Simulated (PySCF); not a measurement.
H₂MoO₂S₂, SMILES [OH][Mo](=[S])([OH])=[S], multiplicity 1.

Coordinates come from a PBE0-D3(BJ)/def2-SVP optimisation. The geometry has at least one imaginary mode, so it is a saddle point at that level. The spin state was assumed, not searched. The structure was generated by enumeration; whether it is a known compound was not checked. The def2 effective core potentials stand for the cores of Mo; spin–orbit coupling is left out. The values are those of a single conformer.

Computed with PySCF with PBE/def2-TZVP.

Symmetry labels are those of the subgroup C2v that the program uses (full group C2v).

Computed valence orbital energies around the gap with their symmetry:
| orbital | symmetry | energy (eV) |
|---|---|---|
| HOMO−7 | B1 | -9.49 |
| HOMO−6 | B2 | -8.87 |
| HOMO−5 | A1 | -8.46 |
| HOMO−4 | B1 | -7.85 |
| HOMO−3 | A1 | -7.72 |
| HOMO−2 | B2 | -7.15 |
| HOMO−1 | A2 | -6.78 |
| HOMO | B1 | -6.00 |
| LUMO | A1 | -3.74 |
| LUMO+1 | A2 | -3.36 |
| LUMO+2 | B2 | -2.51 |
| LUMO+3 | A1 | -2.07 |
